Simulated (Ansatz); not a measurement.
Frontier orbitals of `[Cl][AlH][GeH3]`.

Z-matrix (Å, degrees):
```
Ge
Al 1 2.467
H 1 1.540 2 112.3
H 1 1.540 2 111.0 3 120.5
H 1 1.540 2 111.0 3 -120.5
Cl 2 2.102 1 116.8 3 179.7
H 2 1.580 1 126.7 3 -0.3
```

Charge 0, multiplicity 1. Correlated methods include outer-core shells of Ge, which these sets cover unevenly. Scalar relativity is left out up to krypton. The structure was optimised at the PBE0-D4/def2-TZVP level. Basis def2-TZVPP, Ansatz.

| functional | HOMO (eV) | LUMO (eV) | gap (eV) |
| --- | --- | --- | --- |
| PBE | -6.68 | -2.70 | 3.98 |
| B97M-V | -7.04 | -2.63 | 4.41 |
| PBE0 | -7.79 | -1.97 | 5.82 |
| CAM-B3LYP | -9.04 | -1.00 | 8.04 |
| ωB97X-V | -10.02 | -0.06 | 9.96 |
| ωB97M-V | -9.79 | -0.30 | 9.49 |

From PBE to PBE0 the HOMO moves by −1.11 eV and the LUMO by +0.73 eV, and with ωB97M-V by −3.11 and +2.41 eV, so the gap grows from 3.98 to 9.49 eV with exact exchange.
